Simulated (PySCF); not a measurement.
**Deuteron quadrupole couplings in `CO[Si@@H](O)OCCS`**

Compound: C3H10O3SSi.
Z-matrix (Å and degrees, GFN2-xTB geometry), rows numbered from 1:
```
C 
O   1  1.3997
Si  2  1.6148  1  127.87
O   3  1.6206  2  109.92  1    53.79
O   3  1.6202  2  107.87  1   169.77
C   5  1.3987  3  126.74  2    53.96
C   6  1.5190  5  109.33  3   174.98
S   7  1.8248  6  111.00  5   -65.15
H   1  1.0909  2  110.70  3   -48.92
H   1  1.0923  2  110.35  3    71.58
H   1  1.0905  2  107.80  3  -168.95
H   3  1.4615  2  111.17  1   -68.59
H   4  0.9523  3  120.68  2   159.12
H   6  1.0962  5  109.88  3    54.09
H   6  1.0960  5  109.56  3   -64.89
H   7  1.0884  6  110.80  5   177.12
H   7  1.0900  6  110.61  5    54.88
H   8  1.3296  7   94.54  6    49.16
```

Level: PBE0/pcSseg-1 (PySCF, non-relativistic); Q(2H) = 0.00286 b; rigid geometry, the same for H and D, with no vibrational averaging.

Question: Rank these positions by the coupling χzz of a deuteron there, largest first.
A. H15 (methylene hydrogen)
B. H12 (Si–H hydrogen)
C. H18 (S–H hydrogen)
D. H10 (methyl hydrogen)
E. H13 (hydroxyl hydrogen)
F. H16 (methylene hydrogen)

Answer: E (348 kHz), F (207 kHz), D (200 kHz), A (193 kHz), C (167 kHz), B (106 kHz).

Give the electric field gradient Vzz (the principal value of largest size), its asymmetry and the 2H coupling at each hydrogen.

```
atom  bonded to  bond length (Å)  Vzz (au)     η  χzz (kHz)
  H9         C1            1.091    0.2967  0.08        199
 H10         C1            1.092    0.2977  0.08        200
 H11         C1            1.091    0.3014  0.07        203
 H12        Si3            1.462    0.1577  0.01        106
 H13         O4            0.952    0.5177  0.06        348
 H14         C6            1.096    0.2854  0.08        192
 H15         C6            1.096    0.2874  0.06        193
 H16         C7            1.088    0.3080  0.04        207
 H17         C7            1.090    0.3038  0.03        204
 H18         S8            1.330    0.2478  0.16        167
```

Average by the element that carries the hydrogen.

on C: 200 kHz over 7 positions, mean bond length 1.092 Å; on Si: 106 kHz over 1 position, mean bond length 1.462 Å; on O: 348 kHz over 1 position, mean bond length 0.952 Å; on S: 167 kHz over 1 position, mean bond length 1.330 Å.

A static deuteron (I = 1) shows a doublet split by (3/2)χ, (3/4)χ(1 + η) and (3/4)χ(1 − η) with the field along z, y and x of the gradient. What are these for H13?

With |χ| = 347.9 kHz and η = 0.060: 522, 276 and 245 kHz, to first order and without motion.

The structure is a single GFN2-xTB conformer in the gas phase; no vibrational or solvent corrections. GFN2-xTB bond lengths can be off by several hundredths of an ångström, more for odd bonds, and the gradients follow them. A larger basis could move these couplings by a tenth or more.

The run behind these numbers computed NMR shieldings as well. Time: 78 s of wall time (with the writing of density and orbital grids); peak memory 0.90 GiB. Hardware: one thread of an Arm Neoverse N1, shared host with 64 logical CPUs at a one-minute load of 60.
